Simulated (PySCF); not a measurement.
# Hartree-Fock beside MP2: AlBFHO

Calculated results; nothing here was measured. They come from PySCF 2.14.0, an open-source quantum chemistry program, on an isolated molecule that a program drew, which may never have been made. The molecule is AlBFHO (charge 0, singlet), drawn as the SMILES string `O[B](F)[Al]`.

The geometry was optimised and harmonic frequencies were computed with HF and MP2, all in the cc-pV(D+d)Z basis, for the commonest isotopes, with a restricted reference for singlets and an unrestricted one otherwise, and a frozen core in MP2. Each result is a local minimum of its method.

Geometry at the HF minimum:
```xyz
5
AlBFHO, angstrom
O    -0.4398   -1.0581    1.8058
B    -1.0526   -0.2669    0.8958
F    -1.2905   -0.8464   -0.3094
Al   -1.6236    1.8581    1.3809
H    -0.2538   -1.9300    1.4751
```

Lengths of the bonds as drawn, in Å (atoms numbered as above):
```
  bond     HF    MP2
 O1-B2  1.353  1.371
 B2-F3  1.358  1.373
B2-Al4  2.253  2.252
 O1-H5  0.951  0.974
```

Rotational constants, in GHz:
```
constant     HF    MP2
       A  10.82  10.51
       B  3.535   3.53
       C  2.664  2.642
```

Harmonic frequencies in cm^-1, each column in rising order, so a row needn't be the same motion in every method:
```
rank,HF,MP2
1,130,113
2,319,308
3,348,322
4,573,541
5,675,?
6,1051,995
7,1278,1226
8,1357,1300
9,4077,3759
```

**Estimate the missing MP2 frequency from the HF column.**

A single factor s that minimises the squared misfit of MP2 against s times HF over the other rows is sum(HF x MP2) / sum(HF^2) = 0.9296, with an rms misfit of 24 cm^-1. For rank 5 it gives 0.9296 x 675 = 627 cm^-1. The calculation gives 664 cm^-1, 37 cm^-1 above the estimate. The drawn bonds are on average 1.2 % longer in MP2 than in HF.
